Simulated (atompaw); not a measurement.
Before and after: PAW (atompaw) potential for antimony (Sb)

| Property | Result |
| --- | --- |
| Element | antimony (Sb) |
| Generator | atompaw 4.2.0.5 |
| Type | PAW |
| Functional | PBE |
| Relativity | scalar-relativistic |
| Frozen core | [Kr] 4d10 |
| Valence charge | 5 |
| Reference configuration | 5s2 5p2 (charge +1) |
| Partial waves | 5s (bound): rc 2.00 bohr; 5s channel at -0.1 Ry: rc 2.00 bohr; 5p (bound): rc 2.00 bohr; 5p channel at 3.65 Ry: rc 1.95 bohr; 5d channel at -0.05 Ry: rc 1.75 bohr |
| Local potential | ultrasoft scheme with l = 3 at -0.5 Ry, radius 1.35 bohr |
| Core correction | smooth core density matched at 1.10 bohr |
| Augmentation charge | sinc compensation charge, radius 1.50 bohr; PAW radius 2.00 bohr; waves and projectors: custom polynom2 7 10 vanderbiltortho |

All-electron outer shells of the reference configuration (PBE, scalar-relativistic, ld1.x):

```tsv
shell	level (eV)	outermost node (bohr)	outermost maximum (bohr)
5s	-20.64	0.95	1.88
5p	-11.99	1.04	2.24
```

Change: local potential ultrasoft scheme with l = 3 at -0.5 Ry, radius 1.72 bohr.

Cutoffs: the cutoffs (Ry, on a coarse ladder) from which the occupation-weighted sum of valence levels, in a spherical-Bessel basis at the reference potential, stays within 10 and 1 mRy of its value at 400 Ry; they do not see the model core or the augmentation charge, which bear on the density cutoff.

Problem. What does the change do?

Solution. The potential gets softer (15 Ry and 21 Ry → 15 Ry and 18 Ry); the bound ghosts move from d, p, s to p, s. A state that the projectors do not describe sees the local part alone, so a deeper or shallower local part can create or remove a ghost.

```csv
quantity,base,changed
"cutoff, loose",15 Ry,15 Ry
"cutoff, tight",21 Ry,18 Ry
bound ghosts,"s, p, d","s, p"
s: phases at 2.01 bohr within 0.05 rad from the reference energy up to (Ry; the scan ends near 5),to the end of the scan,to the end of the scan
p: phases at 2.01 bohr within 0.05 rad from the reference energy up to (Ry; the scan ends near 5),to the end of the scan,to the end of the scan
d: phases at 2.01 bohr within 0.05 rad from the reference energy up to (Ry; the scan ends near 5),0.7,0.4
lowest overlap eigenvalue by channel,"s 0.04, p 0.12, d 1.00","s 0.06, p 0.15, d 1.00"
```

 A true bound ghost makes a file unfit for plane-wave use even where its test errors are small: the radial tests pick states by their node count and pass the ghost by. The cutoffs see the waves, projectors and local potential, not the compensation charge or the core.
